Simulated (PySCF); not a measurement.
Molecule: C2H8GeOSi, SMILES [CH](=C/O[SiH3])/[GeH3]. Atoms near the plane z = 0.0 Å, at the GFN2-xTB optimised geometry (x, y, z in Å): Si1 (1.4, -2.2, 0.0), O2 (0.4, -0.9, 0.0), C3 (-1.0, -0.9, 0.0), C4 (-1.6, 0.2, 0.0), Ge5 (-0.5, 1.8, 0.0), H7 (2.7, -1.5, 0.0), H9 (-1.4, -1.9, 0.0), H10 (-2.7, 0.2, 0.0), H11 (-1.3, 3.0, 0.0).

Method: PBE/def2-TZVP (PySCF). Cells within 0.4 Å of a nucleus heavier than hydrogen are left out (blank, or x). The values are rescaled to run from 0 to 1.

```
|0000000000000000000000000|
|0000000000000000000000000|
|0000000112210000000000000|
|0000001233332100000000000|
|0000002345543210000000000|
|0000012467654321000000000|
|0000012467765542100000000|
|0000012456897643200000000|
|00000124569x9653200000000|
|0000134456897643200000000|
|0001345677766542100000000|
|00013577xx765443110000000|
|00013577xx765654222110000|
|0001345678877875444321000|
|0000134567x8xx86556531000|
|0000013467878876677642000|
|000000246876677x777542000|
|000000245654557x866431000|
|0000001344434567654320000|
|0000000122223456543210000|
|0000000000112444432100000|
|0000000000001233321000000|
|0000000000000111100000000|
|0000000000000000000000000|
|0000000000000000000000000|
```
Scale: ten equal steps from 0.000 (start of '0') to 1.00 (end of '9'), in the order '0123456789'; x runs from -5.50 to 5.50, y from -5.50 (bottom) to 5.50 (top).

### Question
Which quantity is mapped?
(A) an orbital amplitude
(B) log10 of the electron density
(C) deformation density (molecule minus spherical neutral atoms)
(D) electrostatic potential

### Answer
B, log10 of the electron density. In full: log10 of the electron density (e/bohr³), floored at −4.
